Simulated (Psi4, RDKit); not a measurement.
Internal rotation in SMILES O=C(O)[SiH2][GeH3], singlet. Scanned: dihedral O1–C2–Si4–Ge5; all other coordinates were relaxed at GFN2-xTB. Points at φ and −φ are mirror images. Heavy atoms are numbered in the order of the SMILES O=C(O)[SiH2][GeH3], hydrogens after them in the order of the atoms that carry them; the mirror image has the same energies with the sign of each dihedral reversed.

Levels of theory: HF/cc-pVTZ // GFN2-xTB (Psi4); MP2/cc-pVTZ = DF-MP2 (frozen core)/cc-pVTZ // GFN2-xTB (Psi4); UFF // GFN2-xTB (RDKit).

Energies in eV, each method relative to its own lowest point.

| φ / ° | HF/cc-pVTZ | MP2/cc-pVTZ | UFF |
|---|---|---|---|
| -165 | 0.126 | 0.079 | 0.323 |
| -150 | 0.105 | 0.063 | 0.322 |
| -135 | 0.074 | 0.041 | 0.296 |
| -120 | 0.036 | 0.017 | 0.218 |
| -105 | 0.008 | 0.002 | 0.121 |
| -90 | 0.000 | 0.000 | 0.058 |
| -75 | 0.001 | 0.002 | 0.019 |
| -60 | 0.010 | 0.008 | 0.000 |
| -45 | 0.024 | 0.019 | 0.001 |
| -30 | 0.036 | 0.029 | 0.017 |
| -15 | 0.046 | 0.029 | 0.082 |
| 0 | 0.053 | 0.035 | 0.105 |
| 15 | 0.046 | 0.029 | 0.082 |
| 30 | 0.036 | 0.029 | 0.017 |
| 45 | 0.024 | 0.019 | 0.001 |
| 60 | 0.010 | 0.008 | 0.000 |
| 75 | 0.001 | 0.002 | 0.019 |
| 90 | 0.000 | 0.000 | 0.058 |
| 105 | 0.008 | 0.002 | 0.121 |
| 120 | 0.036 | 0.017 | 0.218 |
| 135 | 0.074 | 0.041 | 0.296 |
| 150 | 0.105 | 0.063 | 0.322 |
| 165 | 0.126 | 0.079 | 0.323 |
| 180 | 0.133 | 0.084 | 0.320 |
